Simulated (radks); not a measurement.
Neutral arsenic inside a hard spherical wall (all orbitals vanish at R), configuration held at [Ar] 3d10 4s2 4p3 and not refilled when levels cross. Method: scalar-relativistic Kohn-Sham, PBE, spin-unpolarised, spherical densities, finite nucleus; Fermi nuclear charge, rms radius 4.0968 fm; computed with a radial shooting solver on a logarithmic mesh with Libxc functionals. Eigenvalues in eV, with the zero of energy where the potential of the charges vanishes at infinity; a dash marks a level that is unbound or too diffuse for the functional's potential to be trusted. A positive occupied level is held by the wall or, in an anion where self-interaction has pushed it up, behind a barrier. The pressure on the wall is -dE/dV.

R (bohr)  E (hartree)  kinetic (hartree)    e(3p)    e(3d)    e(4s)   e(4p)  e(5s, empty)  e(5p, empty)  pressure (GPa)
free      -2260.79156           2304.287  -133.68  -40.646  -14.494  -5.195             -             -               0
20        -2260.79156           2304.287  -133.68  -40.646  -14.494  -5.195             -             -        < 0.0001
15        -2260.79156           2304.287  -133.68  -40.646  -14.494  -5.195        -0.414         0.632        < 0.0001
10        -2260.79138           2304.289  -133.66  -40.625  -14.477  -5.179         0.140         1.950         0.00522
7         -2260.78447           2304.339  -133.28  -40.246  -14.179  -4.872         2.644         6.150           0.414
5         -2260.70401           2304.767  -131.16  -38.150  -12.606  -3.017        11.361        17.925            10.8
4         -2260.44960           2305.874  -127.40  -34.459   -9.621   0.783        26.069        35.518            71.0
3.5       -2260.08332           2307.275  -123.77  -30.910   -6.287   5.058        41.376        52.867             202
3         -2259.25582           2310.149  -117.95  -25.243    0.104  13.109        68.634        82.744             642
